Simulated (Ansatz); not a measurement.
`C=NCC` + `N[SiH3]` → `C=NCN[SiH3]` + CH₄  (substitution at a C–C bond)

Program: Ansatz. Geometries: PBE0-D4/def2-TZVP. ΔE: electronic, gas phase. CBS: MP2 limit from def2 TZ/QZ plus the TZ coupled-cluster correction, frozen cores. This one scheme is used for every species. Functionals use def2-TZVPP. B3LYP here is the variant with VWN-RPA as its local correlation; programs differ in this. Each species was taken in one conformer, which may not be the lowest.

Question: Is it downhill or uphill in electronic energy at CCSD(T)/CBS, and by how much? (An estimate is asked.)

Answer: Ansatz gave: Uphill: ΔE = +18.3 kJ/mol.

Question: What do these levels give: ωB97X-V, ωB97M-V, B2PLYP, r2SCAN, PBE0, B3LYP, HF/def2-TZVPP, MP2/def2-TZVPP, CCSD(T)/def2-TZVPP, MP2/def2-QZVPP, HF/CBS(def2), CCSD/CBS(def2)? (Estimate.)

Answer: Computed: ωB97X-V 15.5, ωB97M-V 16.4, B2PLYP 17.9, r2SCAN 16.4, PBE0 19.3, B3LYP 18.8, HF/def2-TZVPP 21.3, MP2/def2-TZVPP 17.3, CCSD(T)/def2-TZVPP 16.3, MP2/def2-QZVPP 18.6, HF/CBS(def2) 21.7, CCSD/CBS(def2) 20.1 kJ/mol.

Largest T1 diagnostic among the species: 0.011.

The D4 term adds −6.4 kJ/mol with B3LYP and −3.8 kJ/mol with PBE0; it sums over pairs of atoms, weighted by their polarisabilities, and B3LYP, whose exchange is more repulsive, gets the larger term. In def2-TZVPP, CCSD(T) changes the Hartree–Fock value by −4.9 kJ/mol (the triples alone add −1.8 kJ/mol) and MP2 by −4.0 kJ/mol.
